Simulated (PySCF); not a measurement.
CH₃Si, charge +1, multiplicity 1. Atoms are numbered in the order given.

```xyz
5

C      0.0000     0.0000    -1.0466
Si     0.0000     0.0000     0.7575
H      0.8912     0.5145    -1.4416
H     -0.8912     0.5145    -1.4416
H      0.0000    -1.0291    -1.4416
```
Charge +1, spin multiplicity 1.

Coordinates come from a PBE0-D3(BJ)/def2-TZVP optimisation. The spin state was assumed, not searched. The isomer is the one that the SMILES or the coordinates give; other isomers of the formula were not compared.

Method: PBE0-D3(BJ)/def2-TZVP (PySCF).

Frequencies are harmonic and unscaled.

Modes within 1.5 cm⁻¹ of each other (mostly degenerate sets) share a row, with their intensities summed.

| mode | ν (cm⁻¹) | IR (km/mol) | Raman (Å⁴/amu) | depolarisation | moving atoms (share of kinetic energy) |
|---|---|---|---|---|---|
| 1–2 | 449 | 0.2 | 0.3 | 0.75 | H 83 %, C 15 % |
| 3 | 771 | 63.6 | 22.7 | 0.31 | C 46 %, Si 35 %, H 19 % |
| 4 | 1237 | 90.0 | 0.8 | 0.04 | H 77 %, C 23 % |
| 5–6 | 1333 | 71.2 | 14.7 | 0.75 | H 95 % |
| 7 | 2971 | 83.5 | 154.9 | 0.01 | H 97 % |
| 8–9 | 3054 | 42.6 | 97.2 | 0.75 | H 91 %, C 9 % |
